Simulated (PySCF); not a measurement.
C₂H₈N₂Si₂.
Geometry (GFN2-xTB, Å), atoms numbered from 1 in this order:
```
atom  x, y, z in Å
C1    -1.736    1.322   -1.862
C2    -1.245    0.477   -1.161
Si3   -0.531   -0.823   -0.042
N4    -1.561   -1.353    1.240
N5     0.818   -0.088    0.760
Si6    2.191    0.684    0.050
H7    -2.154    2.063   -2.482
H8    -0.211   -2.019   -0.827
H9    -1.793   -0.691    1.963
H10   -2.385   -1.872    0.987
H11    0.941   -0.394    1.712
H12    3.119   -0.288   -0.547
H13    2.854    1.397    1.144
H14    1.693    1.585   -0.985
```

Mulliken charges (e) from the PBE0/pcSseg-1 density (PySCF), one withheld:

```
atom       bonded to   charge
  C1           C2 H7        ?
  C2          C1 Si3  -0.1749
 Si3     C2 N4 N5 H8  +0.9893
  N4      Si3 H9 H10  -0.6285
  N5     Si3 Si6 H11  -0.8302
 Si6  N5 H12 H13 H14  +0.6198
  H7              C1  +0.0616
  H8             Si3  -0.1137
  H9              N4  +0.1907
 H10              N4  +0.1942
 H11              N5  +0.2161
 H12             Si6  -0.1111
 H13             Si6  -0.1145
 H14             Si6  -0.0881
```

What is the charge on C1?

The charges add up to the total charge, 0. The others sum to +0.2107, which leaves -0.2107 e for C1 (terminal alkyne carbon); the computed value is -0.2109, the difference coming from rounding.

Add each hydrogen's charge to the atom that carries it.

C1 -0.1493, Si3 +0.8756, N4 -0.2436, N5 -0.6141, Si6 +0.3061. Atoms without hydrogen keep their charges.

Across which bond do the charges differ most?

Si3–N5: +0.9893 on Si3 against -0.8302 on N5, a difference of 1.8195 e. The lower charge is on the more electronegative element of the two (Pauling values: N 3.04, Si 1.90).

Take the bonds between elements whose Pauling electronegativities differ by more than 0.25. In how many does the more electronegative atom carry the lower charge?

In 12 of 12.

How much positive and how much negative charge does this set hold in all?

+2.2717 e on 6 atoms and -2.2719 e on 8.

The Mulliken scheme counts on each atom the diagonal of the density matrix times the overlap matrix over that atom's basis functions. The structure is a single GFN2-xTB conformer in the gas phase; no vibrational or solvent corrections.
